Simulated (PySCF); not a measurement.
Species: C₃H₁₁GeNSi.
Numbering: `[SiH3:1][N:2]([GeH3:3])[CH:4]1[CH2:5][CH2:6]1` (hydrogens: H7, H8, H9 on Si1; H10, H11, H12 on Ge3; H13 on C4; H14, H15 on C5; H16, H17 on C6)

The calculation used TDDFT PBE0/def2-SVPD, vertical, gas phase, core orbitals frozen in the response (PySCF). The structure is a single PBE0-D3(BJ)/def2-SVP conformer in the gas phase; no vibrational or solvent corrections. The PBE0/def2-SVPD calculation is non-relativistic and has no spin–orbit coupling, an omission that weighs most on germanium. Torsions of this conformer, `[SiH3:1][N:2]([GeH3:3])[CH:4]1[CH2:5][CH2:6]1`: Si1–N2–C4–C5 -131°.

Question: List the vertical singlet excitations with oscillator strengths and describe the spectrum.

Answer: 

```tsv
state	E (eV)	E (kJ/mol)	λ (nm)	f	|μ| (D)	main configurations (H = HOMO, L = LUMO)
S1	5.79	559	214.1	0.0047	0.46	H→L (98%)
S2	6.10	588	203.3	0.027	1.08	H→L+1 (97%)
S3	6.67	644	185.8	0.0020	0.28	H→L+2 (79%), H→L+3 (11%)
S4	6.84	660	181.3	0.0080	0.56	H→L+3 (67%), H→L+4 (15%), H→L+2 (13%)
S5	6.92	668	179.1	0.0051	0.44	H→L+4 (79%), H→L+3 (15%)
S6	6.98	673	177.7	0.014	0.72	H→L+5 (65%), H→L+6 (24%)
S7	7.15	690	173.4	0.028	1.01	H→L+6 (52%), H→L+5 (24%), H→L+7 (20%)
S8	7.18	693	172.6	0.051	1.37	H-1→L (94%)
S9	7.34	708	169.0	0.025	0.94	H-1→L+1 (84%)
S10	7.39	713	167.7	0.018	0.81	H→L+7 (68%), H→L+6 (17%)
```

Triplets, Tamm–Dancoff:

```json
{"state": "T1", "E (eV)": "5.46", "λ (nm)": "227.1", "main configurations (H = HOMO, L = LUMO)": "H→L (90%)"}
{"state": "T2", "E (eV)": "5.91", "λ (nm)": "209.7", "main configurations (H = HOMO, L = LUMO)": "H→L+1 (89%)"}
{"state": "T3", "E (eV)": "6.40", "λ (nm)": "193.7", "main configurations (H = HOMO, L = LUMO)": "H→L+3 (50%), H→L+2 (36%)"}
{"state": "T4", "E (eV)": "6.63", "λ (nm)": "187.1", "main configurations (H = HOMO, L = LUMO)": "H→L+2 (44%), H→L+3 (26%), H→L+4 (9%)"}
```

The lowest singlet lies at 5.79 eV (214 nm, ultraviolet) and is very weak; its leading configuration is HOMO→LUMO (98%). The most intense listed level is S8 at 7.18 eV (173 nm, f = 0.051), 1.40 eV above S1. Löwdin shares by element: HOMO nitrogen 50%, silicon 8%, carbon 8% or more, germanium 6% (atoms not listed hold the other 27%); LUMO germanium 27%, silicon 18%, nitrogen 9%, hydrogen 7% or more (atoms not listed hold the other 39%). The oscillator strengths of these states sum to 0.182; summed over the whole spectrum of an exact calculation they would give the number of electrons, 82 (Thomas–Reiche–Kuhn). Weighted by f, the mean energy of these states is 6.98 eV. The listed states span 1.60 eV, and the widest gap between neighbours is 0.58 eV (S2 to S3). No computed singlet lies in the visible range (380 to 750 nm); the lowest, at 214 nm, stands 2.53 eV above its violet end (3.26 eV). The vertical ionisation energy (ΔSCF) is 8.52 eV, 1.13 eV above S10. Only the lowest 10 singlets were computed, as vertical energies without vibronic structure.

Hardware: one thread, x86-64 server, no GPU (shared host). Cost: 5.1 min wall, 4.4 min CPU.
